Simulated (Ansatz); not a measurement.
```yaml
crystal:
  periodic: [false, false, false]
  atoms:
    - {symbol: S, position_ang: [0.237333, 1.442830, -1.514562]}
    - {symbol: Ti, position_ang: [0.151517, 0.055868, 0.287474]}
    - {symbol: S, position_ang: [2.285785, -0.411486, 0.891488]}
    - {symbol: S, position_ang: [-1.048905, -1.806249, -0.231619]}
    - {symbol: S, position_ang: [-0.828085, 1.013960, 2.093225]}
    - {symbol: H, position_ang: [-1.081986, 1.246678, -1.722385]}
    - {symbol: H, position_ang: [2.239469, -1.607602, 0.272082]}
    - {symbol: H, position_ang: [-0.397771, -1.891863, -1.411018]}
    - {symbol: H, position_ang: [-1.468856, 1.911465, 1.318317]}
basis:
  gaussian: {orbitals: cc-pVTZ, final_grid: {core_spheres: 5, valence_spheres: 4, degree: 11}}
hamiltonian: {xc: {name: TPSS}}
scf: {lower_state_search: light}
```

```sh
$ ansatz run in.yaml --threads 2 --pin off --events-out ev --progress --plain --max-ram 22528MiB --backend cpu
```

It prints (some lines left out):

```
Error: YAML parse error: error: line 15 column 19: hamiltonian.xc: no functional is named "TPSS"; the names, which are not case-sensitive, are SVWN5, SPW92, PBE, PBE0, PBEsol, revPBE, revPBE0, RPBE, rPW86-PBE, HSE06, wPBEh, LC-wPBE, HISS, HF, BLYP, B3LYP, B3LYP5, BHLYP, CAM-B3LYP, r2SCAN, r2SCANh, r2SCAN0, r2SCAN50, m-r2SCAN, B97, wB97, wB97X, wB97X-V, B97M-V, wB97M-V, B2PLYP, B2GP-PLYP, PBE0-DH, PBE-QIDH
13 | basis:
14 |   gaussian: {orbitals: cc-pVTZ, final_grid: {core_spheres: 5, valence_spheres: 4, d…
15 | hamiltonian: {xc: {name: TPSS}}
16 | scf: {lower_state_search: light}
```

(1) Something in this input is off. What?

Answers

(1) The method's name isn't one that the program takes here. The program refused the input.

HSE06 is defined as in plane-wave codes.
